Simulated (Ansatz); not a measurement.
`[SiH3]CC(Cl)Cl` → `CC(Cl)Cl` + `[SiH2]`  (silylene formation by 1,1-elimination)

Calculated with Ansatz (gas phase, PBE0-D4/def2-TZVP geometries, no zero-point term in ΔE). CBS: MP2 limit from def2 TZ/QZ plus the TZ coupled-cluster correction, frozen cores. This one scheme is used for every species. DFT in def2-TZVPP. Each species was taken in one conformer, which may not be the lowest.

```
 level  ΔE (eV)
PBE-D4     2.38
r2SCAN     2.51
```

What does CCSD(T)/CBS give? (Estimate.)

Computed: +2.34 eV. The listed levels differ from it by 0.04, 0.17 eV.

Largest T1 diagnostic among the species: 0.014.

In def2-TZVPP, CCSD(T) changes the Hartree–Fock value by +0.22 eV (the triples alone add +0.06 eV) and MP2 by +0.43 eV. From PBE to PBE0 (25 % exact exchange), in def2-TZVPP and without D4, ΔE moves by +0.09 eV.
